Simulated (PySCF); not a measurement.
The numbers below are computed, except where a source is named.
A d7 ion sits in a regular tetrahedral field with 10Dq = 3379 cm⁻¹, B = 1199 cm⁻¹ and C = 4471 cm⁻¹.

Problem. Which are the lowest 6 multiplets of ligand-field theory, and at what energies?

Solution. 
```tsv
state	E / cm⁻¹	E/B	CASSCF root / cm⁻¹
4A2	0	0.0	0
4T2	3379	2.8	3384
4T1	5968	5.0	5934
2E	20222	16.9	20391
2T1	20751	17.3	20652
2A1	21589	18.0	21350
```

Δ/B = 2.8 on the Tanabe–Sugano diagram. The parameters were fitted to the CASSCF roots of [CoF4]2-, shown in the last column; over these levels the model misses the roots by 127 cm⁻¹ rms. CASSCF lacks dynamic correlation, so its B and C lie well above those fitted to measured bands.
